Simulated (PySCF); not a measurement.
Species: C2H9FGeSi.
Atom-mapped SMILES: `[CH3:1][SiH2:2][C@H:3]([F:4])[GeH3:5]` (hydrogens: H6, H7, H8 on C1; H9, H10 on Si2; H11 on C3; H12, H13, H14 on Ge5)

Computed by this run: PBE0-D3(BJ)/def2-SVP geometry optimisation, gas phase (PySCF); density fitting, grid level 1; the optimiser is geomeTRIC in internal coordinates, started from a GFN2-xTB structure with every atom displaced at random (about 0.01 Å).

Geometry at step 0:
```
atom  x, y, z in Å
C1     -1.7951    0.8374    0.3046
Si2    -1.0771   -0.8453   -0.0747
C3      0.6427   -0.5429   -0.8450
F4      1.2409   -1.7757   -1.2138
Ge5     2.0077    0.2882    0.3396
H6     -2.8143    0.7699    0.7197
H7     -1.8882    1.4658   -0.5983
H8     -1.1904    1.4186    1.0079
H9     -1.8684   -1.5729   -1.0418
H10    -0.9106   -1.6364    1.1611
H11     0.5734    0.0244   -1.7595
H12     2.1492   -0.4793    1.6270
H13     3.3182    0.3304   -0.3317
H14     1.6050    1.7028    0.6971
```

**Question.** Give the atomic forces at this geometry.

**Answer.** 
```json
{"atom": "C1", "Fx (eV/Å)": "-0.525", "Fy (eV/Å)": "0.381", "Fz (eV/Å)": "-0.183"}
{"atom": "Si2", "Fx (eV/Å)": "0.897", "Fy (eV/Å)": "0.745", "Fz (eV/Å)": "0.191"}
{"atom": "C3", "Fx (eV/Å)": "0.756", "Fy (eV/Å)": "-1.031", "Fz (eV/Å)": "0.728"}
{"atom": "F4", "Fx (eV/Å)": "-0.341", "Fy (eV/Å)": "0.144", "Fz (eV/Å)": "0.153"}
{"atom": "Ge5", "Fx (eV/Å)": "-1.167", "Fy (eV/Å)": "0.028", "Fz (eV/Å)": "-0.007"}
{"atom": "H6", "Fx (eV/Å)": "0.059", "Fy (eV/Å)": "-0.089", "Fz (eV/Å)": "0.070"}
{"atom": "H7", "Fx (eV/Å)": "0.071", "Fy (eV/Å)": "-0.162", "Fz (eV/Å)": "-0.072"}
{"atom": "H8", "Fx (eV/Å)": "0.178", "Fy (eV/Å)": "-0.043", "Fz (eV/Å)": "0.233"}
{"atom": "H9", "Fx (eV/Å)": "-0.595", "Fy (eV/Å)": "-0.503", "Fz (eV/Å)": "-0.565"}
{"atom": "H10", "Fx (eV/Å)": "0.011", "Fy (eV/Å)": "-0.220", "Fz (eV/Å)": "0.235"}
{"atom": "H11", "Fx (eV/Å)": "-0.196", "Fy (eV/Å)": "0.685", "Fz (eV/Å)": "-0.653"}
{"atom": "H12", "Fx (eV/Å)": "-0.040", "Fy (eV/Å)": "-0.427", "Fz (eV/Å)": "0.462"}
{"atom": "H13", "Fx (eV/Å)": "1.079", "Fy (eV/Å)": "-0.032", "Fz (eV/Å)": "-0.691"}
{"atom": "H14", "Fx (eV/Å)": "-0.188", "Fy (eV/Å)": "0.523", "Fz (eV/Å)": "0.099"}
```

The largest, 1.47 eV/Å, acts on C3; the rms over all components is 0.488 eV/Å. The forces sum to zero within rounding, as they must for an isolated molecule in no field.

**Question.** Give the force on C3 in Eh/bohr and in nN.

**Answer.** 1.471 eV/Å ÷ 51.422 = 0.02861 Eh/bohr, and 1.471 eV/Å × 1.602 = 2.36 nN.

**Question.** How far is this geometry from the end of the optimisation?

**Answer.** 0.149 eV above it, and 0.055 Å rms away after alignment. The bonds farthest from their final lengths, with half the difference of the two atoms' forces along the bond (positive lengthens):

```
   bond  now (Å)  final (Å)  force along bond (eV/Å)
Ge5–H13    1.473      1.539                    +1.15
 Si2–H9    1.446      1.495                    +0.97
Ge5–H12    1.505      1.538                    +0.37
Ge5–H14    1.514      1.542                    +0.11
 C3–H11    1.078      1.106                    +1.07
  C3–F4    1.419      1.397                    -0.67
```

The angle farthest from its final value is F4–C3–Ge5, 103.2° against 107.1°.

Of the 6 listed bonds off by 0.010 Å or more, this force points towards the final length in 6.

What follows is the cost of the whole optimisation. The run took 92 s wall on an Arm Neoverse N1 with one thread, no GPU, on a shared host, and the process peaked at 0.53 GiB of memory.
